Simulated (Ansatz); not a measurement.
Steps of a relaxation of BrH$_{3}$InOSi (`[SiH3][O][In][Br]`) radical with UKS PBE0-D4/def2-TZVP.

```sh
$ ansatz run in.yaml --threads 4 --pin off --events-out ev --progress --plain --max-ram 10444MiB
```

```yaml
crystal:
  periodic: [false, false, false]
  atoms:
    - {symbol: Si, position_ang: [0.559460, 1.096420, 0.208050]}
    - {symbol: O, position_ang: [-0.046740, -0.342880, -0.068240]}
    - {symbol: In, position_ang: [-0.100130, -2.272190, -0.965910]}
    - {symbol: Br, position_ang: [-2.486810, -3.066210, -0.165540]}
    - {symbol: H, position_ang: [0.597140, 1.914680, -1.012340]}
    - {symbol: H, position_ang: [-0.413900, 1.653930, 1.173590]}
    - {symbol: H, position_ang: [1.890990, 1.016260, 0.830380]}
basis:
  gaussian: {orbitals: def2-TZVP}
magnetization: {spin_polarized: true, initial_magnetization: 1}
hamiltonian: {xc: pbe0, dispersion: d4}
relax: {f_tol: 0.005, max_steps: 150}
```

Positions (Å) and forces (eV/Å) along the path, 10 of 10 steps:

```xyz
7
step=1 energy=-85183.4590 eV
Si    0.559    1.096    0.208   -0.063    0.604    0.418
O    -0.047   -0.343   -0.068   -0.446   -3.017   -1.139
In   -0.100   -2.272   -0.966   -0.938    1.379    1.109
Br   -2.487   -3.066   -0.166    0.860    0.117   -0.366
H     0.597    1.915   -1.012    0.156    0.325   -0.268
H    -0.414    1.654    1.174    0.041    0.444    0.171
H     1.891    1.016    0.830    0.390    0.148    0.074
7
step=2 energy=-85183.7942 eV
Si    0.548    1.074    0.212   -0.018    0.685    0.362
O    -0.082   -0.376   -0.062   -0.142   -0.849   -0.307
In   -0.209   -2.188   -0.879   -0.212    0.179    0.186
Br   -2.433   -3.184   -0.245    0.160   -0.028   -0.091
H     0.634    1.913   -1.011   -0.006   -0.001   -0.114
H    -0.369    1.740    1.186    0.148    0.086   -0.055
H     1.913    1.021    0.800    0.070   -0.071    0.019
7
step=3 energy=-85183.8286 eV
Si    0.550    1.097    0.224    0.062    0.299    0.110
O    -0.104   -0.359   -0.043   -0.104   -0.138    0.003
In   -0.277   -2.159   -0.837    0.042   -0.024   -0.040
Br   -2.426   -3.317   -0.309   -0.025   -0.039   -0.004
H     0.644    1.908   -1.025   -0.022   -0.042   -0.004
H    -0.315    1.825    1.199    0.073   -0.007   -0.056
H     1.927    1.005    0.793   -0.026   -0.049   -0.009
7
step=4 energy=-85183.8349 eV
Si    0.556    1.114    0.229    0.002    0.054    0.022
O    -0.140   -0.334   -0.015   -0.083   -0.004    0.049
In   -0.314   -2.136   -0.813    0.115    0.014   -0.059
Br   -2.414   -3.407   -0.352   -0.046   -0.015    0.019
H     0.654    1.901   -1.034   -0.009   -0.027   -0.001
H    -0.276    1.877    1.201    0.036    0.010   -0.020
H     1.935    0.985    0.785   -0.015   -0.033   -0.009
7
step=5 energy=-85183.8463 eV
Si    0.546    1.112    0.234   -0.050   -0.031    0.010
O    -0.221   -0.313    0.035   -0.006   -0.062   -0.028
In   -0.298   -2.109   -0.824    0.055    0.163    0.047
Br   -2.373   -3.426   -0.371   -0.013   -0.020    0.000
H     0.654    1.869   -1.046   -0.002   -0.027   -0.011
H    -0.235    1.929    1.201    0.016    0.013   -0.005
H     1.926    0.939    0.771    0.000   -0.036   -0.012
7
step=6 energy=-85183.8526 eV
Si    0.538    1.109    0.237    0.009    0.020    0.004
O    -0.274   -0.295    0.067    0.005    0.037    0.015
In   -0.303   -2.074   -0.819    0.049    0.049   -0.005
Br   -2.338   -3.457   -0.392   -0.024   -0.025    0.002
H     0.658    1.846   -1.055   -0.011   -0.041   -0.001
H    -0.201    1.969    1.200   -0.002    0.000    0.002
H     1.920    0.902    0.761   -0.025   -0.040   -0.017
7
step=7 energy=-85183.8550 eV
Si    0.524    1.119    0.250   -0.084   -0.160    0.017
O    -0.409   -0.228    0.159    0.140    0.078   -0.054
In   -0.317   -1.981   -0.804   -0.085    0.043    0.073
Br   -2.248   -3.547   -0.450    0.073    0.057   -0.014
H     0.667    1.774   -1.086   -0.021   -0.002    0.068
H    -0.123    2.069    1.202    0.083   -0.061   -0.085
H     1.905    0.794    0.730   -0.105    0.045   -0.006
7
step=8 energy=-85183.8577 eV
Si    0.529    1.113    0.242   -0.072   -0.031    0.053
O    -0.377   -0.245    0.131    0.060    0.079   -0.002
In   -0.315   -2.004   -0.807   -0.019   -0.007    0.007
Br   -2.267   -3.528   -0.436    0.021    0.016   -0.003
H     0.654    1.799   -1.077    0.034   -0.033    0.015
H    -0.126    2.049    1.196   -0.006   -0.024   -0.014
H     1.902    0.817    0.751   -0.018    0.001   -0.056
7
step=9 energy=-85183.8586 eV
Si    0.526    1.113    0.245   -0.004    0.000    0.003
O    -0.381   -0.240    0.129   -0.001    0.006    0.003
In   -0.316   -1.998   -0.807   -0.003   -0.006   -0.002
Br   -2.260   -3.526   -0.432    0.004    0.002    0.000
H     0.664    1.794   -1.074    0.002    0.000    0.001
H    -0.131    2.046    1.198    0.002   -0.003   -0.003
H     1.900    0.812    0.741    0.000    0.001   -0.002
7
step=10 energy=-85183.8587 eV
Si    0.525    1.113    0.245   -0.001    0.000    0.001
O    -0.385   -0.238    0.127    0.000    0.001    0.000
In   -0.318   -1.996   -0.809    0.000   -0.001    0.000
Br   -2.257   -3.529   -0.430    0.001    0.000    0.000
H     0.667    1.795   -1.073    0.000    0.000    0.000
H    -0.130    2.047    1.198    0.001    0.000    0.000
H     1.898    0.808    0.742    0.000   -0.001    0.000
```

Hardware: 4 threads of an Arm Neoverse V1 on a shared host. Wall time 75 s, peak host memory 0.75 GiB.
